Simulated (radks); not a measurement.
Results of a calculation; reference values are marked as such.
Q: Radial electron density D(r) = 4 pi r^2 rho(r) of an atom or ion with 53 electrons. Code: a radial shooting solver on a logarithmic mesh with Libxc functionals. Model: Dirac Kohn-Sham, LDA (Slater exchange, Perdew-Wang correlation), spin-unpolarised, spherical densities, finite nucleus; Fermi nuclear charge, rms radius of each element as measured or else 0.836 A^(1/3) + 0.57 fm.

```
   r/bohr * D(r) (the largest magnitude, 90.5, reaches the edge; | marks zero)
 0.001264 | *
 0.001713 |  *
 0.002322 |    *
 0.003122 |       *
 0.004231 |            *
 0.005735 |                  *
 0.007772 |                          *
  0.01053 |                                  *
  0.01428 |                                        *
  0.01919 |                                          *
  0.02601 |                                        *
  0.03525 |                                     *
  0.04778 |                                        *
  0.06475 |                                                  *
  0.08775 |                                                      *
    0.118 |                                             *
   0.1599 |                                       *
   0.2167 |                                             *
   0.2937 |                                       *
    0.398 |                    *
   0.5394 |               *
   0.7311 |                 *
   0.9829 |          *
    1.332 |    *
    1.805 |  *
    2.447 | *
    3.316 |*
    4.494 *
    6.042 *
    8.189 *
     11.1 *
```

What is the nuclear charge?

A: Z = 54. The innermost maximum, from 1s, lies near gamma/Z bohr with gamma = sqrt(1 - (Z/c)^2) = 0.919, here 0.017 bohr (found: 0.0187), and its height grows with Z. The density is that of the xenon ion Xe+ in [Kr] 4d10 5s1.5 5p5 5d0.5; the configuration itself is not fixed sharply by these data, and Z only to a few units. D(r) has 4 maxima, at r = 0.0187, 0.0823, 0.237, 0.670 bohr, and minima at 0.0364, 0.155, 0.494 bohr, inside which lie 2.02, 11.16, 29.00 electrons.
